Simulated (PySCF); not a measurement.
Input for PySCF: R-HF/3-21G on FHTe (SMILES F[TeH]), a point of a bond scan (R = 2.002 Å).

```python
from pyscf import gto, scf, dft, mp
from pyscf.data.elements import chemcore

mol = gto.M(
    atom='''
    Te    0.18518663   -0.06058026    0.20051425
    H     1.53719547   -0.35919294   -1.24486343
    F    -1.21572950    0.38439975   -1.04697488
    ''',
    basis='3-21g',
    charge=0, spin=0, verbose=3, max_memory=1800)
mf = scf.RHF(mol)
mf.conv_tol = 1e-8
mf.max_cycle = 100
mf.kernel()
if not mf.converged:
    mf = mf.newton().run(mf.mo_coeff, mf.mo_occ)
```

### Question
What total energy does the run end on?

### Answer
-6682.1249 hartree.
